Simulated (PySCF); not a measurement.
H$_{3}$P, triplet, geometry from GFN2-xTB (a higher spin typed on purpose: for a closed-shell molecule this is an excited state). Base run: PySCF with DF-BLYP/pcseg-1.

PySCF was given this input:
```python
from pyscf import gto, scf, dft

mol = gto.Mole()
mol.atom = '''
    P    -0.078617    0.008835    0.017943
    H     0.124095    1.502395    0.007320
    H     1.266459   -0.142329   -0.289047
    H    -0.211291   -1.492595    0.012581
'''
mol.basis = 'pcseg-1'
mol.charge = 0
mol.spin = 2
mol.verbose = 4
mol.build()

mf = dft.UKS(mol)
mf.xc = 'blyp'
mf = mf.density_fit(auxbasis='def2-universal-jkfit')
mf.kernel()
```

Each row names what was changed in the base input (with any setting that the change needs).

```
change               basis functions      E (Eh)  HOMO (eV)  dipole (D)
-------------------  ---------------  ----------  ---------  ----------
base                              33  -342.99265      -4.35        0.40
basis = 6-31G                     19  -342.94200      -3.89        0.77
basis = pcseg-0                   19           …          …        0.77
basis = 6-31+G*                   28  -342.97915      -4.35        0.41
basis = def2-SVP                  33           …          …        0.36
basis = cc-pV(D+d)Z               38  -343.00458      -4.24        0.31
basis = 6-311G**                  44  -343.01489      -4.41        0.32
basis = def2-SVPD                 48  -342.89771      -4.28        0.24
basis = 6-311++G**                51  -343.01603      -4.43        0.36
basis = aug-cc-pVDZ                …           …      -4.35           …
basis = pcseg-2                   76  -343.02923      -4.43        0.30
basis = def2-TZVPP                84  -343.02043      -4.42        0.25
basis = def2-QZVPP                 …           …          …        0.24
```

Problem. Complete the blanks.

Solution. 
- basis = pcseg-0, E (Eh): -342.57265
- basis = pcseg-0, HOMO (eV): -3.94
- basis = def2-SVP, E (Eh): -342.89389
- basis = def2-SVP, HOMO (eV): -4.18
- basis = aug-cc-pVDZ, basis functions: 54
- basis = aug-cc-pVDZ, E (Eh): -343.00221
- basis = aug-cc-pVDZ, dipole (D): 0.26
- basis = def2-QZVPP, basis functions: 160
- basis = def2-QZVPP, E (Eh): -343.03447
- basis = def2-QZVPP, HOMO (eV): -4.47

Totals compare only among sets that treat the same electrons; sets with core potentials leave the core out.

Open shells are given as the SCF converged; they aren't shown to be the lowest states, and a large step between rows can be another state.
